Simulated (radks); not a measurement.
Polarisability of the vanadium ion V4+, [Ar] 3d1, at imaginary frequency. Calculated with a radial shooting solver on a logarithmic mesh with Libxc functionals: scalar-relativistic Kohn-Sham, LDA (Slater exchange, Perdew-Wang correlation), spin-polarised, spherical densities, finite nucleus; open shells are filled with parallel spins first; Fermi nuclear charge, rms radius 3.6002 fm. Response by self-consistent Sternheimer equations with the Hartree and adiabatic LDA kernel, the relativistic mass of each level held fixed and spin-orbit coupling left out.

w (hartree),alpha1(iw) (bohr^3)
0.00266,1.444
0.0143,1.444
0.0360,1.443
0.0697,1.442
0.118,1.437
0.186,1.428
0.280,1.408
0.413,1.370
0.605,1.298
0.892,1.172
1.35,0.9661
2.12,0.6776
3.59,0.3688
6.94,0.1420
17.5,0.03302

Static values: alpha1 = 1.444 bohr^3 (0.2140 angstrom^3; uncoupled 2.129). C6 = 3.135, triple-dipole C9 = 3.270 atomic units. One-pole (London) frequency 4 C6 / (3 alpha1^2) = 2.005 hartree, against 2.058 for minus the highest occupied eigenvalue.
